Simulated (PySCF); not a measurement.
C5H5F, SMILES C=CC=C=CF.

Geometry: B3LYP-D3(BJ)/def2-SVP. This is a generated structure with no PubChem entry under its InChIKey; it may be hypothetical. The values are those of a single conformer.

The numbers are results of HF/def2-TZVP (PySCF), not measurements.

The molecule is in vacuum.

Computed frontier levels, gap, dipole moment and polarisability:
The highest occupied level is -9.30 eV. The lowest empty level comes out as 2.36 eV, the orbital gap is 11.67 eV and the dipole moment comes out as 2.14 D. The quadrupole, principal values (traceless, Buckingham form, about the centre of nuclear charge) is -8.16, 2.22, 5.94 D·Å and the mean static polarisability is 69.0 bohr³ (10.22 Å³). The polarisability, principal values comes out as 38.3, 44.2, 124.4 bohr³.
